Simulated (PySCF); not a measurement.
Task: What does the PBE0-D3(BJ)/def2-SVP structure of `CO[Si@H](Cl)CCl` look like in three dimensions?

Result: 
Z-matrix in Å and degrees, rows numbered from 1:
```
C 
O   1  1.4039
Si  2  1.6433  1  126.18
Cl  3  2.0748  2  109.67  1   -66.36
C   3  1.8699  2  107.26  1   177.03
Cl  5  1.7887  3  109.33  2   -70.68
H   1  1.0995  2  108.52  3  -172.86
H   1  1.1036  2  111.31  3    67.88
H   1  1.1047  2  111.88  3   -53.56
H   3  1.4855  2  112.02  1    52.77
H   5  1.0997  3  110.67  2    48.91
H   5  1.0995  3  111.30  2   169.51
```

Si3 (chlorine-bound silicon) is tetrahedral (angles from 107.3° to 112.8°). O2 (silyl ether oxygen) is bent (angle 126.2°).

Computed with PBE0-D3(BJ)/def2-SVP geometry optimisation, gas phase (PySCF).

Point group: C1 (no symmetry element, even within 0.4 Å). Not checked by PBE0-D3(BJ)/def2-SVP frequencies. The numbers are those of one conformer (C1–O2–Si3–Cl4 -66°, O2–Si3–C5–Cl6 -71°).

Rough CPU time on one thread of a shared machine: about 2.3 min. That covers the optimisation of the geometry.
